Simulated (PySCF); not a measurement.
CH3FSSe. Atoms are numbered in the order given.

```xyz
7

Se     0.0073     0.5038     0.7138
F     -1.7345     0.7152     0.4009
S      0.4959    -1.2001    -0.4777
C      0.8040    -0.5218    -2.1363
H     -0.1200    -0.0981    -2.5501
H      1.1263    -1.3707    -2.7579
H      1.5974     0.2363    -2.1080
```

Geometry: PBE0-D3(BJ)/def2-SVP. One conformer was computed; it need not be the lowest.

All values below come from PySCF with PBE0-D3(BJ)/def2-SVP.

Frequencies are harmonic and unscaled.

| mode | ν (cm⁻¹) | IR (km/mol) | moving atoms (share of kinetic energy) |
|---|---|---|---|
| 1 | 115 | 3.2 | F 44 %, C 26 %, H 19 % |
| 2 | 124 | 0.3 | H 90 % |
| 3 | 208 | 4.1 | F 30 %, S 29 %, C 16 %, H 13 %, Se 12 % |
| 4 | 236 | 1.3 | C 24 %, S 22 %, Se 21 %, F 17 %, H 15 % |
| 5 | 434 | 9.4 | S 68 %, Se 29 % |
| 6 | 638 | 76.6 | F 80 %, Se 19 % |
| 7 | 709 | 1.5 | C 57 %, S 31 %, H 13 % |
| 8 | 956 | 3.0 | H 83 %, C 15 % |
| 9 | 961 | 6.5 | H 77 %, C 19 % |
| 10 | 1318 | 2.5 | H 86 %, C 14 % |
| 11 | 1431 | 13.8 | H 96 % |
| 12 | 1446 | 10.8 | H 95 % |
| 13 | 3069 | 7.5 | H 98 % |
| 14 | 3187 | 0.3 | H 90 %, C 10 % |
| 15 | 3206 | 0.3 | H 90 %, C 10 % |
